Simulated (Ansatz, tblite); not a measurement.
Forces on W(NH)2Br2 (WBr₂N₂H₂) at its PBE-D4/def2-SVP geometry. The state is a singlet with charge 0.

In the def2 sets W takes a core potential; there is no spin–orbit coupling. The xTB rows come from tblite. The restricted singlet is unstable towards broken spin symmetry in Hartree–Fock (as tested in another run); at PBE-D4/def2-TZVP this wasn't settled.

GFN1-xTB (tblite), largest force 1.70 eV/Å:

```xyz
7
positions Å, forces eV/Å
W     0.133    0.450   -0.022    0.433    1.459   -0.073
N    -1.131   -0.278   -1.001   -1.103   -1.078   -0.704
H    -1.728   -1.049   -1.318    0.179    0.440    0.025
N     0.824   -0.756    1.053    0.358   -1.435    0.830
H     0.914   -1.694    1.455    0.088    0.462   -0.071
Br   -0.924    2.157    1.382   -0.049    0.101    0.070
Br    1.911    1.170   -1.547    0.094    0.051   -0.078
```

GFN2-xTB (tblite), largest force 1.53 eV/Å:

```
W 0.436 1.470 -0.073
N -0.771 -0.649 -0.528
H -0.097 0.143 -0.142
N 0.308 -0.913 0.606
H 0.163 0.079 0.131
Br 0.301 -0.177 -0.328
Br -0.340 0.047 0.335
```

PBE-D4/def2-TZVP (Ansatz), largest force 0.30 eV/Å:

```
W -0.034 -0.115 0.006
N -0.138 -0.124 -0.092
H 0.187 0.209 0.111
N 0.052 -0.170 0.107
H -0.046 0.265 -0.134
Br 0.066 -0.059 -0.077
Br -0.086 -0.006 0.080
```
